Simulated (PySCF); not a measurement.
SMILES Cc1cc[c]cc1 (C7H7), doublet, B3LYP/def2-SVP optimised geometry. Atoms within 1.6 Å of the plane z = 0.6 Å (x, y, z in Å): C1 (-1.44, -2.02, 0.01), C2 (-0.69, -0.70, 0.00), C3 (-1.38, 0.52, -0.01), C4 (-0.69, 1.75, 0.00), C5 (0.69, 1.68, 0.00), C6 (1.43, 0.52, 0.00), C7 (0.71, -0.69, 0.00), H8 (-1.32, -2.54, 0.97), H9 (-2.52, -1.87, -0.15), H10 (-1.08, -2.70, -0.78), H11 (-2.48, 0.53, -0.01), H12 (-1.23, 2.70, -0.01), H13 (2.52, 0.52, 0.00), H14 (1.26, -1.64, 0.00).

Calculation: unrestricted B3LYP/def2-TZVP (PySCF).

Map of the electrostatic potential (hartree/e), clipped to [-0.08, 0.12] on the plane z = 0.6 Å:

```
|1111111111111111100000000011111|
|1111111111111111000000000001111|
|1111111111111111000000000001111|
|1111111122222111000000000001111|
|1111111222333211000000000001111|
|1111111223455321000000000001111|
|1111112224798532110000000011111|
|1111112224899964443100000011111|
|1111112223699999999620000111111|
|1111122223699999999941111111111|
|1112222224799999999963211111111|
|1112223346999999999996433221111|
|1122235679999999999999865322111|
|1122246999999987899999997422111|
|1122246999999986899999997432111|
|1122234679999999999999765322111|
|1122223346999999999996433222111|
|1122222234899999999974222221111|
|1122222335999999999963222211111|
|1122223459999999999974222111111|
|1122234699999986689984222111111|
|1112234699999964358974222111111|
|1112223479999953334543222111111|
|1111222349999842223332221111111|
|1111111235999522222222221111111|
|1111111123444222222222211111111|
|1111111112222211111221111111111|
|1111111111111111111111111111111|
|1111111111111111111111111111111|
|1111111111111111111111111111111|
|1111111111111111111111111111111|
```
Scale: ten equal steps from -0.018 (start of '0') to 0.120 (end of '9'), in the order '0123456789'; x runs from -5.00 to 5.00, y from -5.00 (bottom) to 5.00 (top).
